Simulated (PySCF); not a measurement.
# Bonding in triethylborane

Species: triethylborane, C6H15B.
Numbering: `[CH3:1][CH2:2][B:3]([CH2:4][CH3:5])[CH2:6][CH3:7]` (hydrogens: H8, H9, H10 on C1; H11, H12 on C2; H13, H14 on C4; H15, H16, H17 on C5; H18, H19 on C6; H20, H21, H22 on C7)

Geometry (PBE0-D3(BJ)/def2-SVP, Å), atoms numbered from 1 in this order:
```xyz
22
C6H15B angstrom
C     -0.957    2.198   -0.143
C     -0.196    1.388    0.918
B     -0.020   -0.088    0.382
C      1.156   -0.482   -0.591
C      2.271    0.523   -0.846
C     -1.099   -1.162    0.798
C     -1.158   -2.489    0.054
H     -1.951    1.767   -0.346
H     -0.415    2.228   -1.102
H     -1.113    3.241    0.174
H     -0.766    1.411    1.862
H      0.776    1.873    1.110
H      0.663   -0.767   -1.544
H      1.571   -1.447   -0.241
H      3.018    0.147   -1.563
H      1.881    1.470   -1.249
H      2.809    0.770    0.083
H     -2.092   -0.676    0.820
H     -0.886   -1.336    1.875
H     -0.195   -3.021    0.092
H     -1.920   -3.168    0.467
H     -1.398   -2.342   -1.012
```

Bond orders from the PBE0/pcSseg-1 density (PySCF). Isolated species at its PBE0-D3(BJ)/def2-SVP geometry (one conformer only).

Q: Where do the orders between heavy atoms depart from those drawn in the SMILES?

A: The largest departure is 0.076, at C6–C7 (drawn single, 1.076).

Q: Give the Mayer order of every bond, beside its length.

A: 
| bond | drawn as | length (Å) | Mayer order |
| --- | --- | --- | --- |
| C1–C2 | single | 1.537 | 1.041 |
| C2–B3 | single | 1.580 | 0.980 |
| B3–C4 | single | 1.577 | 0.989 |
| C4–C5 | single | 1.523 | 1.072 |
| B3–C6 | single | 1.578 | 0.990 |
| C6–C7 | single | 1.523 | 1.076 |
| C1–H8 | single | 1.102 | 0.961 |
| C1–H9 | single | 1.102 | 0.961 |
| C1–H10 | single | 1.101 | 0.967 |
| C2–H11 | single | 1.103 | 0.954 |
| C2–H12 | single | 1.103 | 0.944 |
| C4–H13 | single | 1.110 | 0.918 |
| C4–H14 | single | 1.107 | 0.931 |
| C5–H15 | single | 1.101 | 0.967 |
| C5–H16 | single | 1.101 | 0.963 |
| C5–H17 | single | 1.102 | 0.968 |
| C6–H18 | single | 1.107 | 0.938 |
| C6–H19 | single | 1.111 | 0.914 |
| C7–H20 | single | 1.101 | 0.965 |
| C7–H21 | single | 1.101 | 0.966 |
| C7–H22 | single | 1.102 | 0.970 |

Bonds between the same two heavy elements. C–C: lowest C1–C2 (1.041, 1.537 Å), highest C6–C7 (1.076, 1.523 Å). B–C: all 3 within 0.02 of one another (0.980 to 0.990).

Q: Sum the orders of all bonds at each heavy atom with more than one neighbour and set the sums beside the valence in the SMILES.

A: C1 3.930 (drawn 4), C2 3.919 (drawn 4), B3 2.959 (drawn 3), C4 3.910 (drawn 4), C5 3.970 (drawn 4), C6 3.918 (drawn 4), C7 3.977 (drawn 4). Orders between atoms that aren't bonded are not in these sums.

Mayer orders depend on the basis set.

The run behind these numbers computed NMR shieldings as well. Cost: about 29 s of CPU time on one thread; the machine was shared, so the figure is rough.
